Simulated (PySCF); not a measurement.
C9H8N2S, SMILES c1ncncc1-c1sccc1C.

Geometry optimised at B3LYP-D3(BJ)/def2-SVP. The structure was generated by enumeration, and PubChem lists no compound with its InChIKey, so it may never have been made. One conformer was computed; it need not be the lowest.

Computed with M06-2X/def2-SVP (PySCF).

The molecule is in vacuum.

```
Property                                                                                                          Value
---------------------------------------------------------------------------------------------  ------------------------
total energy                                                                                         -854.78667 hartree
highest occupied level                                                                                         -7.66 eV
lowest empty level                                                                                             -0.71 eV
orbital gap                                                                                                     6.96 eV
dipole moment                                                                                                    3.05 D
quadrupole, principal values (traceless, Buckingham form, about the centre of nuclear charge)     -5.37, 1.90, 3.47 D·Å
mean static polarisability                                                                       119.4 bohr³ (17.69 Å³)
polarisability, principal values                                                               64.8, 120.8, 172.6 bohr³
```
